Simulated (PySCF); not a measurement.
Start geometry of GeH2Me(NHtBu), `[CH3][GeH2][NH]C(C)(C)C` from a GFN2-xTB structure with every atom displaced at random (by about 0.03 Å) (Å):
```
atom  x, y, z in Å
Ge1    0.3540    1.7330    0.5531
H2    -0.2255    1.7937    1.9550
H3     1.7520    1.8429    0.6032
C4    -0.2923    3.3514   -0.4863
H5    -0.1678    4.2591   -0.0058
H6    -1.4838    3.2896   -0.5858
H7     0.0708    3.3772   -1.4715
N8    -0.3360    0.3563   -0.2916
C9    -0.0417   -1.0353    0.0304
C10    0.0767   -1.2724    1.5074
C11   -1.1918   -1.9372   -0.5560
C12    1.3038   -1.4228   -0.6889
H13   -0.6351    0.5083   -1.2934
H14    0.2112   -2.3054    1.7232
H15    0.8997   -0.7082    1.8698
H16   -0.8326   -0.9019    1.9898
H17   -2.1046   -1.6107   -0.1332
H18   -1.0013   -2.9597   -0.3533
H19   -1.2570   -1.8268   -1.6535
H20    2.0083   -0.7623   -0.3231
H21    1.1596   -1.2920   -1.8157
H22    1.5694   -2.5219   -0.5309
```

**Question.** What comes out of this run: PBE0-D3(BJ)/def2-SVP geometry optimisation, gas phase (PySCF)?

**Answer.** 
```
atom  x, y, z in Å
Ge1    0.249    1.812    0.545
H2    -0.271    1.897    1.995
H3     1.801    1.795    0.603
C4    -0.358    3.337   -0.503
H5    -0.051    4.278   -0.023
H6    -1.455    3.330   -0.588
H7     0.075    3.309   -1.514
N8    -0.472    0.328   -0.269
C9    -0.062   -1.052   -0.018
C10    0.067   -1.265    1.489
C11   -1.157   -1.970   -0.566
C12    1.272   -1.381   -0.701
H13   -0.645    0.484   -1.259
H14    0.323   -2.312    1.712
H15    0.864   -0.636    1.918
H16   -0.876   -1.018    1.998
H17   -2.117   -1.752   -0.077
H18   -0.909   -3.031   -0.407
H19   -1.285   -1.816   -1.651
H20    2.075   -0.727   -0.324
H21    1.196   -1.228   -1.789
H22    1.574   -2.426   -0.527
```

The energy falls by 108.9 kJ/mol over 10 energy and gradient evaluations, the largest force component goes from 0.0731 to 1.8e-04 Eh/bohr, and the atoms move by 0.091 Å rms after alignment. The bond that changes most is Ge1–H3 (ends: germanium bonded to C, N and 2 H; hydrogen on germanium), which lengthens by 0.150 Å. Bonds longer at the end by more than 0.005 Å: 12 of 21; shorter: 7. Among the angles that change most is H5–C4–H6, from 101.7° to 108.5°. Among the dihedrals that turn most is H3–Ge1–N8–C9, from 57° to 45°. Rotational constants go from 3421, 947.5, 902.1 to 3466, 925.5, 884.5 MHz. The orientation of the end geometry is arbitrary; only internal coordinates are fixed.

The run used 191 basis functions and 67 SCF cycles in all. On Intel Xeon 6975P-C, 2 threads, shared host, this took 82 s wall, 3.6 min CPU and 0.91 GiB of memory at its peak.

Stationary, but not proved a minimum. The numbers are those of one conformer.
